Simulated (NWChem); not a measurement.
Everything below was run with NWChem. System: HNP (+1), charge 1, spin multiplicity 1, at a geometry optimised with PBE0/def2-SVP. The structure started from a generated list of species. Level: TD-PBE0/6-31G* (spherical d).

NWChem printed:

```
             Northwest Computational Chemistry Package (NWChem) 7.3.0
             --------------------------------------------------------

                                NWChem Input Module
                                -------------------

 Scaling coordinates for geometry "geometry" by  1.889725989
 (inverse scale =  0.529177249)

                             Geometry "geometry" -> ""
                             -------------------------

 Output coordinates in angstroms (scale by  1.889725989 to convert to a.u.)

  No.       Tag          Charge          X              Y              Z
 ---- ---------------- ---------- -------------- -------------- --------------
    1 N                    7.0000     0.00000000     0.00000000     1.09689800
    2 P                   15.0000     0.00000000     0.00000000    -0.38979400
    3 H                    1.0000     0.00000000     0.00000000    -1.83137300

 Effective nuclear repulsion energy (a.u.)      44.1452072084

            Nuclear Dipole moment (a.u.)
            ----------------------------
        X                 Y               Z
 ---------------- ---------------- ----------------
     0.0000000000     0.0000000000     0.0000056692


 Summary of "ao basis" -> "" (spherical)
 ------------------------------------------------------------------------------
       Tag                 Description            Shells   Functions and Types
 ---------------- ------------------------------  ------  ---------------------
 *                           6-31g*                   on all atoms

                                 NWChem DFT Module
                                 -----------------

 Summary of "ao basis" -> "ao basis" (spherical)
 ------------------------------------------------------------------------------
       Tag                 Description            Shells   Functions and Types
 ---------------- ------------------------------  ------  ---------------------
 N                           6-31g*                  6       14   3s2p1d
 P                           6-31g*                  8       18   4s3p1d
 H                           6-31g*                  2        2   2s

 Summary of "ao basis" -> "ao basis" (spherical)
 ------------------------------------------------------------------------------
       Tag                 Description            Shells   Functions and Types
 ---------------- ------------------------------  ------  ---------------------
[...]
     Occ.    9  a   ---  Virt.   13  a    0.98526 X
     Occ.   11  a   ---  Virt.   12  a   -0.16349 X
  ----------------------------------------------------------------------------
  Root   8 singlet a              0.235643669 a.u.                6.4122 eV
  ----------------------------------------------------------------------------
     Transition Moments    X -0.27085   Y -0.27458   Z -0.00000
     Transition Moments   XX  0.00000  XY  0.00000  XZ -0.77792
     Transition Moments   YY -0.00000  YZ -0.78862  ZZ -0.00000
     Dipole Oscillator Strength                    0.0233685980
     Electric Quadrupole                           0.0000000855
     Magnetic Dipole                               0.0000050361
     Total Oscillator Strength                     0.0233737196

          sigma_e =   1.4301 Angstrom
          sigma_h =   1.3776 Angstrom
         |d_h->e| =   0.6359 Angstrom
            d_exc =   2.0854 Angstrom
            d_CD1 =   0.6884 Angstrom
            d_CD2 =  -0.7680 Angstrom
            d_CD3 =   2.7213 Angstrom
     Pearson C.C. =  -0.0004

     Occ.    8  a   ---  Virt.   14  a   -0.05657 X
     Occ.    9  a   ---  Virt.   14  a   -0.98526 X
     Occ.   10  a   ---  Virt.   12  a    0.16349 X
  ----------------------------------------------------------------------------
  Root   9 singlet a              0.408405603 a.u.               11.1133 eV
  ----------------------------------------------------------------------------
     Transition Moments    X -0.00000   Y  0.00000   Z -2.13341
     Transition Moments   XX  0.93458  XY  0.00000  XZ -0.00000
     Transition Moments   YY  0.93458  YZ  0.00000  ZZ -1.47594
     Dipole Oscillator Strength                    1.2392163068
     Electric Quadrupole                           0.0000007026
     Magnetic Dipole                               0.0000000000
     Total Oscillator Strength                     1.2392170094

          sigma_e =   1.7487 Angstrom
          sigma_h =   1.1931 Angstrom
         |d_h->e| =   0.8720 Angstrom
            d_exc =   2.2722 Angstrom
            d_CD1 =   1.4276 Angstrom
            d_CD2 =  -0.5989 Angstrom
            d_CD3 =   3.1442 Angstrom
     Pearson C.C. =   0.0190

     Occ.    7  a   ---  Virt.   12  a    0.11092 X
     Occ.    8  a   ---  Virt.   12  a   -0.14991 X
     Occ.    8  a   ---  Virt.   15  a   -0.08756 X
     Occ.    9  a   ---  Virt.   12  a    0.53991 X
     Occ.    9  a   ---  Virt.   12  a   -0.15909 Y
     Occ.    9  a   ---  Virt.   15  a    0.09577 X
     Occ.    9  a   ---  Virt.   16  a    0.07973 X
     Occ.    9  a   ---  Virt.   19  a    0.13127 X
     Occ.   10  a   ---  Virt.   14  a   -0.60505 X
     Occ.   10  a   ---  Virt.   14  a    0.21086 Y
     Occ.   10  a   ---  Virt.   17  a   -0.06092 X
     Occ.   11  a   ---  Virt.   13  a   -0.60505 X
     Occ.   11  a   ---  Virt.   13  a    0.21086 Y
     Occ.   11  a   ---  Virt.   18  a   -0.06092 X
  ----------------------------------------------------------------------------
  Root  10 singlet a              0.503935535 a.u.               13.7128 eV
  ----------------------------------------------------------------------------
     Transition Moments    X  0.19528   Y -0.19254   Z  0.00000
     Transition Moments   XX  0.00000  XY -0.00000  XZ -0.60428
     Transition Moments   YY  0.00000  YZ  0.59580  ZZ -0.00000
     Dipole Oscillator Strength                    0.0252669118
     Electric Quadrupole                           0.0000004908
     Magnetic Dipole                               0.0000015318
     Total Oscillator Strength                     0.0252689343

          sigma_e =   1.6128 Angstrom
          sigma_h =   1.3571 Angstrom
         |d_h->e| =   0.2538 Angstrom
            d_exc =   2.2646 Angstrom
            d_CD1 =   0.5095 Angstrom
            d_CD2 =  -1.2312 Angstrom
            d_CD3 =   2.5184 Angstrom
     Pearson C.C. =  -0.1419

     Occ.    8  a   ---  Virt.   13  a   -0.82741 X
     Occ.   10  a   ---  Virt.   20  a    0.05190 X
     Occ.   11  a   ---  Virt.   12  a   -0.05114 X
     Occ.   11  a   ---  Virt.   15  a    0.55283 X
     Occ.   11  a   ---  Virt.   21  a   -0.05190 X

              Target root =      1
          Target symmetry = none
      Ground state energy =   -396.009001576747
        Excitation energy =      0.173494612824
     Excited state energy =   -395.835506963922

  stored tddft:energy   -395.83550696392240

 Task  times  cpu:        8.0s     wall:        8.0s

 Total times  cpu:        8.0s     wall:        8.0s
```

### Question
Write an NWChem input that would produce this output.

### Answer
This is not unique; one that fits is 
```
start mol
memory heap 200 mb stack 900 mb global 1100 mb
charge 1
geometry units angstroms nocenter noautoz noautosym
  N      0.000000     0.000000     1.096898
  P      0.000000     0.000000    -0.389794
  H      0.000000     0.000000    -1.831373
end
basis spherical
  * library 6-31g*
end
dft
  xc pbe0
  semidirect memsize 60000000 filesize 0
  iterations 100
end
tddft
  rpa
  nroots 10
  notriplet
end
task tddft energy
```
